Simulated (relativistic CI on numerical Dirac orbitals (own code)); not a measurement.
**One change at a time: Eu XII**

Base calculation: Dirac-Coulomb-Breit CI, KLI orbitals optimised for each configuration, model QED, unscaled Slater integrals.

Configurations in the expansion (outside the closed core [Kr] 4d10): 4f4.5s2, 4f3.5s2.5p, 4f4.5s.5p, 4f6, 4f5.5s, 4f3.5s.5p2, 4f5.5p, 4f2.5s2.5p.5d, 4f3.5s2.5d, 4f2.5s2.5p.6s, 4f3.5s2.6s, 4f5.6s, 4f3.5s2.6d, 4f3.5s2.7s, 4f3.5s.6s2, 4f2.5s2.5p2, 4f.5s2.5p3, 4f2.5s.5p3, 4f.5s2.5p2.5d, 4f.5s2.5p2.6s, 4f.5s2.5p2.6d, 4f2.5s2.6s2, 4f.5s2.5p.6s2, 4f2.5s.5p.6s2, 4f.5s2.5d.6s2, 4f.5s2.6s2.6d. Double excitations out of closed p, d and f shells are left out; levels of such configurations are missing from the list, as are those of other unlisted configurations, and high levels can miss mixing partners.

Variants: (1) P86 correlation estimate; (2) configuration mixing switched off; (3) one mean potential for all configurations. Shifts of the energy above 4f4.5s2 5I_4, in cm⁻¹, for the lowest level and the first level of each name with at least 55 % of one term (blank where a level changes its place among those of its configuration and J or its character, or is not in the variant):

```
       Level     Base   Δ(1)    Δ(2)    Δ(3)
4f4.5s2 5I_4      0.0    0.0     0.0     0.0
4f4.5s2 5I_5   2319.1   -1.0   -16.2   -54.9
4f4.5s2 5I_6   4836.2   -1.7   -27.4  -106.8
4f4.5s2 5I_7   7474.3   -2.1   -33.3  -153.0
4f4.5s2 5I_8  10178.5   -2.2   -34.2  -192.4
4f4.5s2 5F_1  21520.7   +6.6  +157.5  +192.9
4f4.5s2 5F_2  22190.6   +8.3  +182.1  +197.3
4f4.5s2 5F_3  23522.0   +8.2  +179.0  +166.0
4f4.5s2 5S_2  24862.2   -2.4   -11.9  +109.8
4f4.5s2 5F_4  24950.7   +9.5  +194.0  +163.5
4f4.5s2 3K_6  26204.0   +2.9   +60.9  +196.4
4f4.5s2 5F_5  27045.3   +8.4  +171.2  +107.6
4f4.5s2 3K_7  28253.7   +1.4   +33.7  +176.0
4f4.5s2 3H_4  29502.6  +21.3  +431.5  +401.1
4f4.5s2 3K_8  30664.8   +0.8   +21.5  +152.5
4f4.5s2 5G_2  31257.0  +23.4  +322.9  +374.2
4f4.5s2 5G_3  31510.6  +19.1  +294.8  +363.7
4f4.5s2 3H_5  33271.0  +18.6  +384.3  +316.2
4f4.5s2 5G_4  34707.1  +13.5  +255.8  +275.7
4f4.5s2 3G_3  35881.3  +12.5  +246.3  +298.9
4f4.5s2 3L_7  36913.5   -1.3   -22.4  +214.7
4f4.5s2 3D_2  37420.4  +14.6  +291.1  +391.2
```

At this charge transitions that keep the count of f electrons are usually good to a few per cent. Terms inside the open d or f shell come out 10 to 20 % too wide with unscaled integrals. Levels and lines within the n = 5 or 6 shells can be off by up to 10 % or somewhat more, and those that change n by about 2 %, since core polarisation is missing. Levels that differ in their count of f electrons can be misplaced by several ten thousand cm⁻¹, since the correlation energy of f electrons is missing or only estimated; rates across such gaps can be off by orders of magnitude.

Ionisation energy from one configuration of each of the two ions, the ground ones as tabulated or assumed: base 200.725 eV; P86 correlation estimate 202.488 eV. The NIST ASD value (theoretical) is 213 ± 11 eV. The gap of more than 2 % comes from missing correlation, or from a tabulated value that is itself an estimate.

LS names give the leading component of a level, which can be under half, so a name can repeat, a term be missing and a line seem to break the LS rules.
